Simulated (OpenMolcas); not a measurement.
## Levels of O by method

```
Program             : OpenMolcas
Basis               : ANO-R2 [4s4p2d1f]
Scalar Hamiltonian  : X2C, finite nucleus
Active space        : 4 electrons in 3 orbitals (2p)
State averaging     : 2S+1 = 3 even, 3 roots; 2S+1 = 1 even, 6 roots
Spin-orbit coupling : RASSI with atomic mean-field integrals over the reference wave functions, term energies averaged over their components
```

Methods on the same reference wave functions:
A. CASSCF
B. SS-CASPT2, IPEA 0.25 Eh, imaginary shift 0.1 Eh (closed shells correlated: 1s 2s)

Energies in cm-1 above 2s2 2p4 3P2, the measured ground level; measured values from NIST Handbook of Basic Atomic Spectroscopic Data.

```json
{"Level": "2s2 2p4 3P2", "A": "0.0", "B": "0.0", "Measured": "0.0"}
{"Level": "2s2 2p4 3P1", "A": "148", "B": "148", "Measured": "158"}
{"Level": "2s2 2p4 3P0", "A": "221", "B": "221", "Measured": "227"}
{"Level": "2s2 2p4 1D2", "A": "17665", "B": "15700", "Measured": "15868"}
{"Level": "2s2 2p4 1S0", "A": "43787", "B": "35420", "Measured": "33793"}
```

Deviations, from unrounded energies. A percentage is the sum of absolute deviations over the sum of measured energies, with the sign that they share, or ± where signs differ.

| Against measurement | Levels | A | B |
| --- | --- | --- | --- |
| mean absolute deviation (cm-1) | 4 | 3000 | 450 |
| fine structure of the ground term (%) | 2 | -4.2 | -4.2 |
| other terms of the ground configuration (%) | 2 | +23.7 | ±3.6 |

B lies closest to measurement on these levels. The largest miss of B in the table is 2s2 2p4 1S0, by +1600 cm-1. The ranking rests on the paired levels alone, and a cruder setting can come out closer through cancelling errors.

From A to B the spin-free energies of the other terms of 2s2 2p4 shown, above 3P, scale by factors of 0.81 to 0.89.

The lowest spin-free term lies below A's lowest term by 0.172 hartree in B.

Term energies are means over components that CASPT2 splits; among the terms shown or strongly mixed into the levels shown the widest spread is 120 cm-1 (2s2 2p4 1D, B). With the s shell closed, the reference lacks s² → p² mixing. Without dynamic correlation excited terms often stand tens of per cent too high (terms of higher spin than the ground term too low), and those without a measured partner can miss by more than the paired ones (holds for A). Measured partners are found by configuration, term and J. A level has none where our copy of the source lacks it or the pairing is in doubt (some pairs that miss far off the trend of their configuration count as doubtful), and it then counts in no deviation. Levels of configurations outside the active space are missing.
